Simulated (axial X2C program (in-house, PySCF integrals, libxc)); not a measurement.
# Ω levels of DyF from open-shell CI on f9 s2

Computed with an axial X2C code built on PySCF integrals: two-component X2C with atomic mean-field Coulomb and Gaunt terms, basis Dy dyall-v3z, F dyall-av3z (cores contracted in-house). Orbitals come from Hartree–Fock averaged over the configuration Dy f9 s2; CI then distributes these electrons over the f, s shells of Dy.

R = 1.975 Å (near the minimum of the configuration average).

Active spinors (ω > 0):

```json
{"shell": "f", "ω": "5/2", "ε (eV)": "-11.51", "character": "100% Dy f"}
{"shell": "f", "ω": "3/2", "ε (eV)": "-11.40", "character": "100% Dy f"}
{"shell": "f", "ω": "1/2", "ε (eV)": "-11.29", "character": "99% Dy f"}
{"shell": "f", "ω": "7/2", "ε (eV)": "-10.65", "character": "100% Dy f"}
{"shell": "f", "ω": "5/2", "ε (eV)": "-10.57", "character": "100% Dy f"}
{"shell": "f", "ω": "3/2", "ε (eV)": "-10.48", "character": "100% Dy f"}
{"shell": "f", "ω": "1/2", "ε (eV)": "-10.40", "character": "99% Dy f"}
```

Filled shells are left out: they mix freely with the closed shells.

Lowest levels of this model:

```json
{"Ω": "15/2", "energy (cm⁻¹)": "0", "g∥": "19.91", "μ (D)": "-1.99", "configuration": "100% f9 s2"}
{"Ω": "13/2", "energy (cm⁻¹)": "485", "g∥": "17.01", "μ (D)": "-1.99", "configuration": "100% f9 s2"}
{"Ω": "11/2", "energy (cm⁻¹)": "920", "g∥": "14.21", "μ (D)": "-1.98", "configuration": "100% f9 s2"}
{"Ω": "9/2", "energy (cm⁻¹)": "1255", "g∥": "11.58", "μ (D)": "-1.97", "configuration": "100% f9 s2"}
{"Ω": "7/2", "energy (cm⁻¹)": "1461", "g∥": "9.06", "μ (D)": "-1.97", "configuration": "100% f9 s2"}
{"Ω": "5/2", "energy (cm⁻¹)": "1556", "g∥": "6.54", "μ (D)": "-1.97", "configuration": "100% f9 s2"}
{"Ω": "3/2", "energy (cm⁻¹)": "1585", "g∥": "3.97", "μ (D)": "-1.97", "configuration": "100% f9 s2"}
{"Ω": "1/2", "energy (cm⁻¹)": "1589", "g∥": "1.33", "μ (D)": "-1.98", "configuration": "100% f9 s2"}
{"Ω": "13/2", "energy (cm⁻¹)": "3512", "g∥": "16.87", "μ (D)": "-1.99", "configuration": "100% f9 s2"}
{"Ω": "11/2", "energy (cm⁻¹)": "3899", "g∥": "13.80", "μ (D)": "-1.98", "configuration": "100% f9 s2"}
{"Ω": "9/2", "energy (cm⁻¹)": "4179", "g∥": "11.04", "μ (D)": "-1.98", "configuration": "100% f9 s2"}
{"Ω": "7/2", "energy (cm⁻¹)": "4406", "g∥": "8.48", "μ (D)": "-1.98", "configuration": "100% f9 s2"}
{"Ω": "5/2", "energy (cm⁻¹)": "4593", "g∥": "6.06", "μ (D)": "-1.97", "configuration": "100% f9 s2"}
{"Ω": "3/2", "energy (cm⁻¹)": "4720", "g∥": "3.68", "μ (D)": "-1.97", "configuration": "100% f9 s2"}
{"Ω": "1/2", "energy (cm⁻¹)": "4779", "g∥": "1.24", "μ (D)": "-1.97", "configuration": "100% f9 s2"}
{"Ω": "11/2", "energy (cm⁻¹)": "6075", "g∥": "13.87", "μ (D)": "-1.98", "configuration": "100% f9 s2"}
{"Ω": "9/2", "energy (cm⁻¹)": "6269", "g∥": "10.57", "μ (D)": "-1.98", "configuration": "100% f9 s2"}
{"Ω": "7/2", "energy (cm⁻¹)": "6483", "g∥": "7.81", "μ (D)": "-1.98", "configuration": "100% f9 s2"}
{"Ω": "5/2", "energy (cm⁻¹)": "6712", "g∥": "5.40", "μ (D)": "-1.98", "configuration": "100% f9 s2"}
{"Ω": "3/2", "energy (cm⁻¹)": "6925", "g∥": "3.21", "μ (D)": "-1.97", "configuration": "100% f9 s2"}
{"Ω": "1/2", "energy (cm⁻¹)": "7054", "g∥": "1.08", "μ (D)": "-1.96", "configuration": "100% f9 s2"}
{"Ω": "9/2", "energy (cm⁻¹)": "8021", "g∥": "10.74", "μ (D)": "-1.97", "configuration": "100% f9 s2"}
{"Ω": "7/2", "energy (cm⁻¹)": "8086", "g∥": "7.13", "μ (D)": "-1.98", "configuration": "100% f9 s2"}
{"Ω": "5/2", "energy (cm⁻¹)": "8310", "g∥": "4.54", "μ (D)": "-1.98", "configuration": "100% f9 s2"}
{"Ω": "3/2", "energy (cm⁻¹)": "8580", "g∥": "2.77", "μ (D)": "-1.97", "configuration": "100% f9 s2"}
{"Ω": "1/2", "energy (cm⁻¹)": "8774", "g∥": "0.96", "μ (D)": "-1.96", "configuration": "100% f9 s2"}
{"Ω": "11/2", "energy (cm⁻¹)": "10961", "g∥": "15.94", "μ (D)": "-1.97", "configuration": "100% f9 s2"}
```

g∥ is the magnitude of 2⟨Lz + ge Sz⟩ for the +Ω component. μ is positive if the F end is positive.

Question: From Ω and g∥ of the lowest level, whose 2⟨Lz + ge Sz⟩ is positive, find ⟨Sz⟩ and ⟨Lz⟩ (ge = 2.0023).

Answer: Ω = ⟨Lz⟩ + ⟨Sz⟩ = 15/2 and ⟨Lz⟩ + ge⟨Sz⟩ = 9.955, so ⟨Sz⟩ = 2.45 and ⟨Lz⟩ = 5.05.

Occupations of the active spinors in the lowest level by ω, shell by shell in order of energy: -7/2: 0.00; -5/2: 0.93 0.07; -3/2: 0.85 0.15; -1/2: 0.72 0.28 1.00; 1/2: 0.50 0.50 1.00; 3/2: 1.00 1.00; 5/2: 1.00 1.00; 7/2: 1.00. The leading determinant has weight 0.29 among 67.

This point took 1.4 s on 1 thread of Arm Neoverse V2 (shared host).

There is no dynamic correlation: spin–orbit spacings and, for f shells, spacings inside one term are the most reliable numbers, splittings between terms come out too wide, and energies between configurations are not reliable, so the lowest level need not be the ground state of the molecule. At most 4 roots were kept for each Ω > 0 (twice that for Ω = 0) within 2.2 eV of the lowest, so higher up levels can be missing between those listed; levels with Ω > 0 are doubly degenerate and listed once, Ω = 0 levels singly.
